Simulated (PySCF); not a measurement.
Positional isomers: benzothiophene cyano+boryl. All species are isolated molecules in the gas phase. One relaxed conformer stands for each flexible species; it need not be the lowest. Strings in code marks are SMILES.

The HOMO from two functionals at the same geometries (r2SCAN-D4/def2-SVP), both in PySCF: PBE-D3(BJ)/def2-TZVP and r2SCAN-D4/def2-TZVP. 

```
species                  r2SCAN-D4/def2-TZVP (eV)
-----------------------  ------------------------
`Bc1c(C#N)ccc2sccc12`                       -6.39
`c1cccc2c1sc(C#N)c2B`                       -6.47
`Bc1cc(C#N)c2sccc2c1`                       -6.38
`Bc1cc(C#N)cc2sccc12`                       -6.41
`c1(cc2c(scc2)cc1C#N)B`                     -6.36
`Bc1ccc(C#N)c2ccsc12`                       -6.33
```

Question: What does PBE-D3(BJ)/def2-TZVP give for each?

Answer: 
- `Bc1c(C#N)ccc2sccc12`: -6.23
- `c1cccc2c1sc(C#N)c2B`: -6.32
- `Bc1cc(C#N)c2sccc2c1`: -6.23
- `Bc1cc(C#N)cc2sccc12`: -6.25
- `c1(cc2c(scc2)cc1C#N)B`: -6.21
- `Bc1ccc(C#N)c2ccsc12`: -6.17
Over these rows, drawn at random from the members with no instability flagged (it was tested for open shells, ions and some series alone), PBE minus r2SCAN-D4: mean +0.15 eV, from +0.15 eV to +0.16 eV.
